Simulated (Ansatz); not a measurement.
Total energies of H6N4W, SMILES `[NH]=[W](=[NH])([NH2])[NH2]`.

```xyz
11

N     1.446   -0.982   -0.664
W     0.041   -0.192    0.038
N    -0.985   -1.164    1.082
N    -1.075    0.412   -1.454
N     0.708    1.297    1.121
H     2.091   -1.732   -0.852
H    -1.292   -1.985    1.578
H    -2.081    0.454   -1.419
H    -0.730    0.555   -2.389
H     0.263    1.618    1.965
H     1.614    1.719    0.995
```

Total charge 0; spin multiplicity 1. Correlated methods include outer-core shells of W, which these sets cover unevenly. W takes the def2 core potential. Geometry: relaxed with PBE0-D4/def2-TZVP. It is one conformer, not always the lowest. Basis def2-TZVPP, Ansatz 0.2.0.

RPA on PBE orbitals: Hartree–Fock energy of these orbitals -287.77861 Eh, correlation -2.00913 Eh (frozen core).

```tsv
functional	energy without D4 (Eh)	D4 term (kJ/mol)
LDA (SPW92)	-288.04211	–
PBE	-289.72898	-25.8
revPBE	-289.95332	-68.2
BLYP	-289.87172	-54.8
r2SCAN	-289.85979	-6.3
B97M-V	-289.89739	–
PBE0	-289.66576	-22.0
B3LYP	-289.96412	-41.5
r2SCANh	-289.81515	-6.8
HSE06 (plane-wave form)	-289.65419	-20.6
CAM-B3LYP	-289.78295	-22.5
ωB97X-V	-289.81793	–
ωB97M-V	-289.75039	–
PBE-QIDH	-289.53893	–
```

(1) Give the same for r2SCAN0, BHLYP, LC-ωPBE, B2PLYP. (Estimate.)

B3LYP takes the VWN-RPA correlation (the form of Gaussian; ORCA's B3LYP/G). HSE06 is the plane-wave form, built on full-range PBE exchange. The double hybrids freeze the cores in their second-order part.

Answers

(1) The calculation gave: 
| functional | energy without D4 (Eh) | D4 term (kJ/mol) |
| --- | --- | --- |
| r2SCAN0 | -289.74992 | -7.5 |
| BHLYP | -289.64650 | -34.3 |
| LC-ωPBE | -289.80196 | – |
| B2PLYP | -289.65700 | – |

LC-ωPBE has ω = 0.4 bohr⁻¹.
